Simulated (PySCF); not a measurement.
B(H)(OH)(NH2) (BH4NO), SMILES NBO. Geometry: r2SCAN-D4/def2-TZVP. Other conformers were not sampled.

Method: r2SCAN-D4/def2-TZVP in PySCF.

Harmonic wavenumbers (cm⁻¹): 424, 440, 486, 615, 860, 924, 986, 1106, 1217, 1425, 1635, 2618, 3587, 3691, 3809. Rotational constants (GHz): 55.94, 9.609, 8.200; symmetry number 1.

**Question.** Work out the zero-point energy and the ideal-gas rigid-rotor harmonic-oscillator thermochemistry at 298.15 K and 1 atm.

**Answer.** ZPE = ½ Σ hcν = ½ × 23823 cm⁻¹ = 34.06 kcal/mol. H − E(el) = 37.15 kcal/mol. Entropy in cal/(mol K): translation 37.33, rotation 21.82, vibration 3.34, total 62.48. G − E(el) = 18.52 kcal/mol. Cp = 15.06 cal/(mol K).
